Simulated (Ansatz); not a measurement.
Stepwise reaction of `CB(C)[SiH2]Cl` with hydrogen, as a gas-phase model of exchange steps in deposition or etching. ΔE in kJ/mol.

Calculated with Ansatz (gas phase, PBE0-D4/def2-TZVP geometries, no zero-point term in ΔE). CBS: MP2 limit from def2 TZ/QZ plus the TZ coupled-cluster correction, frozen cores. This one scheme is used for every species. Functionals use def2-TZVPP. B3LYP here is the variant with VWN-RPA as its local correlation; programs differ in this. Each species was taken in one conformer, which may not be the lowest.

```tsv
step	reaction	PBE-D4	B3LYP-D4	ωB97M-V	CCSD(T)/CBS
1	`CB(C)[SiH2]Cl` + H₂ → `CB[SiH2]Cl` + CH₄	-6.4	-13.7	-11.9	-12.5
2	`CB[SiH2]Cl` + H₂ → `B[SiH2]Cl` + CH₄	-7.2	-16.1	-14.4	-15.9
```

By hand: ΔE of the 2 steps together at CCSD(T)/CBS.

(-12.5) + (-15.9) = -28.4 kJ/mol, or -14.2 kJ/mol a step.

In ΔE the steps differ by no more than 3.4 kJ/mol. All are downhill at CCSD(T)/CBS. PBE-D4 differs from CCSD(T)/CBS by 6.1 to 8.7 kJ/mol a step. Isolated molecules leave out the surface, adducts and barriers. Largest T1 diagnostic: 0.010.
